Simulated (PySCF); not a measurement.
Screening by computed properties: pick the candidate that meets the target.

Species are written as SMILES; each is one conformer at its optimised geometry, gas phase, non-relativistic unless stated; the electronic structure was computed with PySCF and density fitting.

The conformers computed, where there is a choice (atom-mapped SMILES and torsion angles):
- `[CH3:1][c:2]1[cH:3][cH:4][cH:5][c:6]([C:7](=[O:8])[F:9])[cH:10]1`: C5–C6–C7–O8 180°
- `[CH2:1]=[C:2]([CH:3]=[O:4])[SiH2:5][c:6]1[cH:7][cH:8][cH:9][o:10]1`: C1–C2–C3–O4 180°, C1–C2–Si5–C6 0°, C2–Si5–C6–C7 126°
- `[O:1]=[C:2]([Cl:3])[c:4]1[cH:5][c:6]([CH:7]2[CH2:8][CH2:9]2)[cH:10][o:11]1`: O1–C2–C4–C5 2°, C5–C6–C7–C8 147°
- `[CH3:1][CH2:2][C:3]([CH3:4])([CH3:5])[n:6]1[n:7][cH:8][cH:9][n:10]1`: C1–C2–C3–C4 179°, C2–C3–N6–N7 64°
- `[O:1]=[CH:2][c:3]1[cH:4][cH:5][c:6]([CH2:7][F:8])[cH:9][cH:10]1`: O1–C2–C3–C4 180°, C5–C6–C7–F8 0°
- `[CH2:1]=[CH:2][C@@H:3]([CH2:4][OH:5])[O:6][CH3:7]`: C1–C2–C3–C4 121°, C2–C3–C4–O5 63°, C2–C3–O6–C7 68°, H–O5–C4–C3 50°
- `[CH3:1][CH2:2][CH2:3][C:4](=[O:5])[O:6][CH3:7]`: C1–C2–C3–C4 -65°, C2–C3–C4–O5 -60°, C3–C4–O6–C7 -179°

Problem. Wanted: dipole moment above 4 D (PBE0/pcSseg-1) and smallest rotational constant below 0.5 GHz (GFN2-xTB), at GFN2-xTB geometries. Which candidate meets both?
A. `CC(C)(CC)n1nccn1`
B. `C=C(C=O)[SiH2]c1ccco1`
C. `C#CC1C=C1`
D. `O=C(Cl)c1cc(C2CC2)co1`
E. `CC1=CC(C(=O)F)=CC=C1`

Solution. D. Computed values:
| species | dipole moment | smallest rotational constant |
| --- | --- | --- |
| CC(C)(CC)n1nccn1 | 0.56 D | 1.055 GHz |
| C#CC1C=C1 | 1.19 D | 3.382 GHz |
| C=C(C=O)[SiH2]c1ccco1 | 3.52 D | 0.548 GHz |
| CC1=CC(C(=O)F)=CC=C1 | 4.41 D | 0.693 GHz |
| O=C(Cl)c1cc(C2CC2)co1 | 5.36 D | 0.400 GHz |

Problem. Wanted: HOMO energy above -7.3 eV (PBE0/pcSseg-1) and HOMO–LUMO gap above 5.2 eV (PBE0/pcSseg-1), at GFN2-xTB geometries. Which candidate meets both?
A. `OC[C@H](C=C)OC`
B. `c1ccc(cc1C)C(F)=O`
C. `C=C(C=O)[SiH2]c1ccco1`
D. `CCCC(=O)OC`
E. `O=Cc1ccc(CF)cc1`
F. `C#CC1C=C1`

Solution. F. Computed values:
```
              species  HOMO energy  HOMO–LUMO gap
           CCCC(=O)OC     -7.90 eV        8.28 eV
    c1ccc(cc1C)C(F)=O     -7.72 eV        5.77 eV
      O=Cc1ccc(CF)cc1     -7.59 eV        5.65 eV
       OC[C@H](C=C)OC     -7.45 eV        7.55 eV
            C#CC1C=C1     -7.24 eV        6.96 eV
C=C(C=O)[SiH2]c1ccco1     -6.81 eV        4.85 eV
```
